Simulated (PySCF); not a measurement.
**r2SCANh on I⁴³⁺ (iodine, charge +43)**

Configuration: [Ne], closed-shell 1S. All numbers are calculated (PySCF 2.14, scalar relativity by spin-free X2C-1e, in an even-tempered Gaussian basis (19 s from 20 bohr⁻², ratio 2.2; 12 p from 26 bohr⁻², ratio 2.2; 6 d from 110 bohr⁻², ratio 2.4; 5 f from 160 bohr⁻², ratio 2.4; 4 g from 240 bohr⁻², ratio 2.4)).

* Total energy: -5344.64 hartree
* One-electron energy: -5797.45 hartree
* Hartree (Coulomb) energy: 546.26 hartree
* Exchange-correlation energy: -93.45 hartree
* ⟨S²⟩: 0.0000
* ⟨L²⟩: 0.000
* Sum of ⟨r⟩: 0.8804 bohr
* Sum of ⟨r²⟩: 0.1053 bohr²

```tsv
shell	electrons	mean orbital energy (eV)	rms radius, mean of both spins (bohr)
1s	2	-35926.2	0.0311
2s	2	-7847.6	0.124
2p	6	-7355.8	0.110
```

Densities and radii are taken from the X2C orbitals without a picture-change correction, which distorts them close to the nucleus.
